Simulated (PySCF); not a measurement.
# Zr²⁵⁺: ionisation energy

Zr²⁵⁺ [Ne] 3s2 3p3 (4S) → Zr²⁶⁺ [Ne] 3s2 3p2 (3P), as a difference of total energies. All numbers are calculated (PySCF 2.14, scalar relativity by spin-free X2C-1e, in an uncontracted even-tempered set (18 s from 3.1 bohr⁻², ratio 2.5; 12 p from 4.1 bohr⁻², ratio 2.5; 5 d from 18 bohr⁻², ratio 2.7; 4 f from 27 bohr⁻², ratio 2.7)). Correlated levels: outer shells: 1s2 frozen; virtual orbitals above 40 to 60 times the deepest correlated orbital energy dropped. The calculations carry no spin-orbit coupling.

```
                method  ionisation energy (eV)
                   UHF                  1277.6
    MP2 (outer shells)                  1278.1
SCS-MP2 (outer shells)                  1277.8
   CCSD (outer shells)                  1277.9
CCSD(T) (outer shells)                  1277.9
```

Spin-orbit coupling is strong in these open shells (close to jj coupling). The scalar numbers leave it out and a first-order estimate fails, so it can dominate the gap to the real levels.

Breit and QED terms and the two-electron picture change are absent.

For comparison: 1277 ± 5 eV (semi-empirical (NIST evaluation); NIST Atomic Spectra Database, ionization energies).
